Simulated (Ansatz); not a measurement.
MgBe+, multiplicity 2 (lowest of 2S+1 = 2, 4 at CCSD(T)/def2-TZVPP on PBE0 minima; our sources give no spin for the ground state, which may be another), most abundant isotopes (9.0122 and 23.9850 u). Constants from fifth-degree fits in 1/R to seven points on the lowest solution found; no spin–orbit coupling, no relativity up to Kr; ω_e x_e and α_e move by some per cent with the fit.

Correlated levels freeze the inner cores; with def2 sets outer-core shells near the valence are correlated too.

Run with Ansatz (Gaussian basis) for Hartree–Fock, density functionals and correlated methods. Values without a source in brackets are computed.

```json
[
 {"level": "PBE/def2-TZVPP", "r_e (Å)": "2.6221", "ω_e (cm⁻¹)": "342.4", "ω_e x_e (cm⁻¹)": "3.32", "α_e (cm⁻¹)": "0.00475"},
 {"level": "CCSD(T)/def2-QZVPP", "r_e (Å)": "2.6527", "ω_e (cm⁻¹)": "325.5", "ω_e x_e (cm⁻¹)": "3.08", "α_e (cm⁻¹)": "0.00461"}
]
```

### Question
Derive the rotational constants, the centrifugal constant, the fundamental, the zero-point energy and the force constant.

### Answer

μ = 6.55078 u.
- PBE/def2-TZVPP: B_e = 16.8576/(μ r_e²) = 0.37429 cm⁻¹; B₀ = B_e − α_e/2 = 0.37191 cm⁻¹; D = 4B_e³/ω_e² = 1.79e-06 cm⁻¹; fundamental ω_e − 2ω_e x_e = 336 cm⁻¹; zero-point energy ω_e/2 − ω_e x_e/4 = 170 cm⁻¹; k = μ(2πcω_e)² = 45.2 N/m
- CCSD(T)/def2-QZVPP: B_e = 16.8576/(μ r_e²) = 0.36571 cm⁻¹; B₀ = B_e − α_e/2 = 0.36341 cm⁻¹; D = 4B_e³/ω_e² = 1.85e-06 cm⁻¹; fundamental ω_e − 2ω_e x_e = 319 cm⁻¹; zero-point energy ω_e/2 − ω_e x_e/4 = 162 cm⁻¹; k = μ(2πcω_e)² = 40.9 N/m

Doubts at one or more of the structures used: a spin-contaminated determinant (CCSD(T)/def2-QZVPP).

Ansatz is an electronic-structure program.
